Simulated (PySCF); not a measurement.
CH₃BiCl₂, SMILES [CH3][Bi]([Cl])[Cl].

The structure is a stationary point at B3LYP-D3(BJ)/def2-SVP. The structure was generated by enumeration; whether it is a known compound was not checked. The def2 effective core potentials stand for the cores of Bi; spin–orbit coupling is left out.

Two levels are set side by side: PBE/def2-TZVP (PySCF) and r2SCAN/def2-TZVP (PySCF). Same geometry, gas phase. Differences are taken from unrounded values.

```json
[
 {"quantity": "orbital gap (eV)", "r2SCAN": "4.20"},
 {"quantity": "highest occupied level (eV)", "r2SCAN": "-6.91"},
 {"quantity": "lowest empty level (eV)", "r2SCAN": "-2.71"},
 {"quantity": "dipole moment (D)", "r2SCAN": "4.21"},
 {"quantity": "mean polarisability (bohr³)", "r2SCAN": "82.1"}
]
```

Question: What does PBE give, and how far is it from r2SCAN? (An estimate is asked for; the answer gives what the named calculation found.)

Answer: 
```
quantity                       PBE  PBE minus r2SCAN
---------------------------  -----  ----------------
orbital gap (eV)              3.76             -0.45
highest occupied level (eV)  -6.62              0.29
lowest empty level (eV)      -2.87             -0.16
dipole moment (D)             4.01             -0.19
mean polarisability (bohr³)   83.9               1.8
```

Rough cost on one machine, each run with all the roots and properties that it gave: r2SCAN against PBE about 3 times.
